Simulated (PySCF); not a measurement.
I₂, SMILES II (connectivity only; charge and spin as stated), charge -1, multiplicity 2. Coordinates come from a B3LYP-D3(BJ)/def2-TZVPD optimisation. The def2 effective core potentials stand for the cores of I; spin–orbit coupling is left out.

The numbers are results of PySCF 2.14.0 with B3LYP-D3(BJ)/def2-TZVPD, not measurements.

Harmonic wavenumbers (cm⁻¹): 92. Rotational constants (GHz): 0.7242 (linear); symmetry number 2.

Question: Work out the zero-point energy and the ideal-gas rigid-rotor harmonic-oscillator thermochemistry at 298.15 K and 1 atm.

Answer: ZPE = ½ Σ hcν = ½ × 92 cm⁻¹ = 0.55 kJ/mol. H − E(el) = 11.20 kJ/mol. Entropy in J/(mol K): translation 177.80, rotation 77.86, vibration 15.09, spin 5.76, total 276.51. G − E(el) = -71.24 kJ/mol. Cp = 37.28 J/(mol K). Modes under 150 cm⁻¹ make the vibrational entropy uncertain.
